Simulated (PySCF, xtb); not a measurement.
C2H10ClNSi2, SMILES C[Si@H](Cl)[C@H](N)[SiH3]. Other conformers were not sampled.

Harmonic wavenumbers (cm⁻¹) from GFN2-xTB (xtb) at its own minimum, in rising order: 38, 97, 104, 115, 136, 159, 213, 269, 296, 336, 445, 503, 551, 599, 633, 672, 764, 767, 783, 788, 804, 829, 843, 976, 1067, 1082, 1125, 1311, 1376, 1479, 1483, 1571, 2188, 2228, 2252, 2293, 2912, 3039, 3041, 3055, 3372, 3405.

**Question.** What does PBE0-D3(BJ)/def2-SVP (PySCF) give at its own minimum? (The exact figures need the calculation; the answer reports its results.)

**Answer.** 45, 111, 124, 155, 158, 187, 218, 283, 306, 363, 486, 536, 613, 662, 682, 732, 755, 816, 843, 889, 891, 927, 942, 944, 1048, 1099, 1136, 1265, 1343, 1421, 1426, 1634, 2217, 2220, 2242, 2247, 3046, 3059, 3164, 3177, 3518, 3603. Paired by order, the mean absolute difference is 52 cm⁻¹ and the zero-point energies are 71.5 and 73.7 kcal/mol.
